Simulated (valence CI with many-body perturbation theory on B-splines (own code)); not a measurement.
## E1 transitions of Nd47+

Calculated by relativistic CI+MBPT: three valence electrons over a frozen Dirac-Fock core [Ne], a basis of 11 s, 11 p, 9 d, 7 f, 5 g, 2 h, 1 i functions for each j, with the one-electron correlation potential Σ1 (screened to all orders), the two-electron term Σ2, the three-electron term Σ3, Breit, model QED; selected single and double excitations, second order for the rest (own B-spline code, finite nucleus).

The last digits are not significant, and no measured levels were compared; by estimate large intervals hold to a few tenths of a per cent, small ones and those within an open d or f shell to about a per cent.

Lines 51 to 100 of 275 in falling wavelength, among levels below 6262.5 × 10³ cm⁻¹, chosen from the strongest by gf and those to the six lowest levels. Wavelengths and rates use the calculated energies. Electric multipoles are in the length gauge, E1 and E2 with the static RPA response of the core. Weak lines are less certain than strong ones. Lines between different terms over intervals too small for the method are left out, as are lines whose strength nearly cancels. The highest levels of a list are the least certain.

Levels are named by their leading jj configuration (3d3/2^4 stands for four electrons in 3d with j = 3/2), which in mixed levels can hold well under half, so a name can repeat and another be missing. Letters in brackets count levels of one name in rising energy.

```tsv
λ vac (nm)	Upper	Lower	A (s⁻¹)	S (a.u.)
7.573	(3s 3p1/2 3d3/2) J=1/2	(3s 3p1/2 3p3/2) J=3/2 [b]	1.27e+07	5.44e-06
7.523	(3s 3p1/2 3d3/2) J=3/2 [a]	(3s 3p1/2 3p3/2) J=3/2 [a]	7.98e+07	6.71e-05
7.459	(3s 3p1/2 3d3/2) J=3/2 [b]	(3s 3p1/2 3p3/2) J=3/2 [b]	5.72e+09	4.68e-03
7.110	(3s 3p1/2 3d3/2) J=5/2	(3s 3p1/2 3p3/2) J=3/2 [a]	3.85e+08	4.09e-04
7.060	(3s 3p1/2 3d5/2) J=5/2 [a]	(3s 3p1/2 3p3/2) J=3/2 [b]	1.11e+09	1.16e-03
6.968	(3s^2 3d3/2) J=3/2	(3s^2 3p3/2) J=3/2	4.09e+07	2.73e-05
6.939	(3s 3d3/2 3d5/2) J=7/2 [b]	(3s 3p3/2 3d5/2) J=7/2 [a]	1.72e+10	2.27e-02
6.819	(3s 3d3/2 3d5/2) J=3/2 [b]	(3s 3p3/2 3d3/2) J=1/2 [b]	2.28e+10	1.43e-02
6.775	(3s 3d3/2 3d5/2) J=7/2 [b]	(3s 3p3/2 3d3/2) J=5/2 [b]	5.83e+10	7.16e-02
6.761	(3s 3d3/2 3d5/2) J=5/2 [b]	(3s 3p3/2 3d3/2) J=5/2 [b]	1.37e+10	1.25e-02
6.754	(3s 3p1/2 3d3/2) J=3/2 [b]	(3s 3p1/2 3p3/2) J=5/2	3.02e+07	1.84e-05
6.665	(3p1/2 3p3/2 3d5/2) J=3/2 [a]	(3p1/2 3p3/2^2) J=3/2	2.80e+10	1.64e-02
6.582	(3s 3p1/2 3d5/2) J=3/2	(3s 3p1/2 3p3/2) J=1/2	5.32e+10	3.00e-02
6.553	(3s 3d3/2 3d5/2) J=1/2	(3s 3p3/2 3d3/2) J=1/2 [b]	4.73e+10	1.31e-02
6.431	(3s 3p1/2 3d5/2) J=5/2 [b]	(3s 3p1/2 3p3/2) J=3/2 [b]	4.95e+10	3.90e-02
6.425	(3s 3p1/2 3d5/2) J=5/2 [a]	(3s 3p1/2 3p3/2) J=5/2	3.26e+09	2.56e-03
6.419	(3p1/2 3p3/2 3d5/2) J=5/2 [a]	(3p1/2 3p3/2^2) J=5/2	3.60e+10	2.82e-02
6.381	(3s 3p1/2 3d3/2) J=1/2	(3s 3p1/2 3p3/2) J=3/2 [a]	3.95e+09	1.01e-03
6.337	(3s 3p3/2 3d5/2) J=5/2 [a]	(3s 3p3/2^2) J=5/2	6.76e+10	5.09e-02
6.309	(3s 3p1/2 3d5/2) J=3/2	(3s 3p1/2 3p3/2) J=3/2 [b]	2.15e+10	1.06e-02
6.300	(3s 3p1/2 3d3/2) J=3/2 [b]	(3s 3p1/2 3p3/2) J=3/2 [a]	6.13e+09	3.02e-03
6.269	(3s 3d3/2 3d5/2) J=9/2	(3s 3p3/2 3d5/2) J=9/2	1.84e+10	2.23e-02
6.240	(3s 3d3/2 3d5/2) J=5/2 [b]	(3s 3p3/2 3d3/2) J=3/2 [b]	5.02e+10	3.61e-02
6.214	(3p1/2 3p3/2 3d5/2) J=1/2	(3p1/2 3p3/2^2) J=1/2	1.55e+11	3.67e-02
6.209	(3s 3d3/2 3d5/2) J=3/2 [b]	(3s 3p3/2 3d3/2) J=3/2 [b]	3.98e+10	1.88e-02
6.184	(3s 3d3/2 3d5/2) J=7/2 [a]	(3s 3p3/2 3d3/2) J=5/2 [a]	1.02e+11	9.52e-02
6.181	(3s^2 3d5/2) J=5/2	(3s^2 3p3/2) J=3/2	8.49e+10	5.93e-02
6.167	(3s 3p3/2 3d5/2) J=1/2	(3s 3p3/2^2) J=1/2	1.89e+11	4.37e-02
6.153	(3s 3p1/2 3d5/2) J=7/2	(3s 3p1/2 3p3/2) J=5/2	6.71e+10	6.17e-02
6.147	(3p1/2^2 3d5/2) J=5/2	(3p1/2^2 3p3/2) J=3/2	5.35e+10	3.68e-02
6.144	(3p1/2 3p3/2 3d5/2) J=3/2 [b]	(3p1/2 3p3/2^2) J=1/2	7.53e+10	3.45e-02
6.110	(3p1/2 3p3/2 3d5/2) J=5/2 [b]	(3p1/2 3p3/2^2) J=3/2	2.40e+11	1.62e-01
6.106	(3p1/2 3p3/2 3d5/2) J=7/2 [b]	(3p1/2 3p3/2^2) J=5/2	1.59e+11	1.43e-01
6.050	(3s 3p3/2 3d5/2) J=5/2 [b]	(3s 3p3/2^2) J=3/2	2.60e+11	1.70e-01
6.049	(3s 3p3/2 3d5/2) J=7/2 [a]	(3s 3p3/2^2) J=5/2	9.07e+10	7.93e-02
6.038	(3s 3p3/2 3d5/2) J=3/2 [a]	(3s 3p3/2^2) J=5/2	3.03e+10	1.32e-02
6.013	(3s 3p1/2 3d5/2) J=5/2 [a]	(3s 3p1/2 3p3/2) J=3/2 [a]	1.17e+11	7.56e-02
5.984	(3p1/2 3p3/2 3d5/2) J=5/2 [b]	(3p1/2 3p3/2^2) J=5/2	3.82e+10	2.42e-02
5.978	(3s 3d3/2 3d5/2) J=5/2 [a]	(3s 3p3/2 3d3/2) J=3/2 [a]	1.17e+11	7.39e-02
5.956	(3s 3p3/2 3d5/2) J=3/2 [b]	(3s 3p3/2^2) J=1/2	1.26e+11	5.25e-02
5.943	(3s 3d3/2 3d5/2) J=9/2	(3s 3p3/2 3d3/2) J=7/2	1.77e+11	1.83e-01
5.913	(3s 3d3/2 3d5/2) J=3/2 [a]	(3s 3p3/2 3d3/2) J=1/2 [a]	1.15e+11	4.71e-02
5.900	(3s 3p1/2 3d5/2) J=5/2 [b]	(3s 3p1/2 3p3/2) J=5/2	4.29e+10	2.61e-02
5.884	(3s 3d3/2 3d5/2) J=3/2 [a]	(3s 3p3/2 3d3/2) J=3/2 [a]	3.30e+10	1.33e-02
5.797	(3s 3p1/2 3d5/2) J=3/2	(3s 3p1/2 3p3/2) J=5/2	2.32e+10	8.92e-03
5.741	(3p1/2 3p3/2 3d5/2) J=3/2 [b]	(3p1/2 3p3/2^2) J=5/2	3.49e+10	1.30e-02
5.716	(3s 3d3/2 3d5/2) J=7/2 [b]	(3s 3p3/2 3d3/2) J=7/2	4.33e+10	3.19e-02
5.706	(3s 3d3/2 3d5/2) J=5/2 [b]	(3s 3p3/2 3d3/2) J=7/2	2.91e+10	1.60e-02
5.681	(3s 3p3/2 3d5/2) J=7/2 [b]	(3s 3p3/2^2) J=5/2	2.29e+11	1.66e-01
5.640	(3s 3d3/2 3d5/2) J=7/2 [b]	(3s 3p3/2 3d3/2) J=5/2 [a]	2.59e+10	1.84e-02
```
